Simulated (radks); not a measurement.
Results of a calculation; reference values are marked as such.
All-electron atom: F+ in [He] 2s2 2p4.

Level of theory: Dirac Kohn-Sham, PBE, spin-unpolarised, spherical densities, finite nucleus; open shells are shared between the two j in proportion to 2j + 1; Fermi nuclear charge, rms radius 2.8976 fm (a radial shooting solver on a logarithmic mesh with Libxc functionals).

Energy parts (hartree):
part                      energy
total                  -99.03179
kinetic                 98.99416
electron-nucleus      -232.19151
Hartree                 43.87340
exchange-correlation    -9.70784

Orbitals (lengths in bohr, moments of r in powers of bohr; <r^-3> diverges for s and p1/2):
orbital	occ.	eigenvalue (hartree)	<1/r>	<r^-3>
1s1/2	2	-25.14021	8.632	-
2s1/2	2	-1.74140	1.517	-
2p1/2	1.33333	-1.04209	1.377	-
2p3/2	2.66667	-1.03935	1.374	9.040

The highest occupied level is 2p3/2 at -28.282 eV. The electron density at the nucleus is 467.3 e/bohr^3.
